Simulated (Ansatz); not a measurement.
`C[CH2][In]([Cl])[Cl]` → `[Cl][InH][Cl]` + `C=C` at 500 K and 1 bar (β-hydride elimination).

Program: Ansatz. Geometries: PBE0-D4/def2-TZVP. ΔE: electronic, gas phase. CCSD(T)/CBS adds triple-zeta CCSD(T) − MP2 to the extrapolated MP2 energy (def2 sets, frozen cores). This one scheme is used for every species. def2 core potentials past Kr. For In outer-core shells are correlated without core-valence functions, which leaves a few kJ/mol of doubt a bond. Each species was taken in one conformer, which may not be the lowest.

| species | CCSD(T)/CBS energy (Eh) | H − E (kJ/mol) | S (J/(mol·K)) |
| --- | --- | --- | --- |
| `C[CH2][In]([Cl])[Cl]` | -1188.59496 | 225.3 | 471.2 |
| `[Cl][InH][Cl]` | -1110.06218 | 50.7 | 349.4 |
| `C=C` | -78.48111 | 155.1 | 245.3 |

H − E and S are ideal-gas, rigid-rotor, harmonic terms from PBE0-D4/def2-TZVP, for one conformer and one mirror image of each species. 1 Eh = 2625.50 kJ/mol, R = 8.31446 J/(mol·K).

Problem. By hand: ΔE, ΔH, ΔS and ΔG.

Solution. ΔE = (-1110.06218) + (-78.48111) − (-1188.59496) = 0.05167 Eh = 135.7 kJ/mol. Δ(H − E) = 50.7 + 155.1 − 225.3 = -19.5, so ΔH = 116.2 kJ/mol. ΔS = 349.4 + 245.3 − 471.2 = 123.5 J/(mol·K). ΔG = 116.2 − 500 × (123.5)/1000 = 54.5 kJ/mol.

Problem. By hand: the equilibrium constant, and the temperature at which ΔG would vanish if ΔH and ΔS stayed fixed.

Solution. log₁₀ K = −ΔG/(RT ln 10) = -5.7. ΔG = 0 at ΔH/ΔS = 941 K.

The number of gas molecules changes by +1, which sets the sign of ΔS. A doubt of 5 kJ/mol in ΔE shifts log₁₀ K by 0.5 here. Other conformers and mirror images would add mixing entropy, several J/(mol·K) or more a flexible species. Modes under 60 cm⁻¹, often nearly free rotors, make the harmonic entropy too high. These are equilibria of isolated gas molecules and say nothing of rates. Largest T1 diagnostic: 0.013 (customary marks: 0.02 for closed shells, 0.045 for open ones).
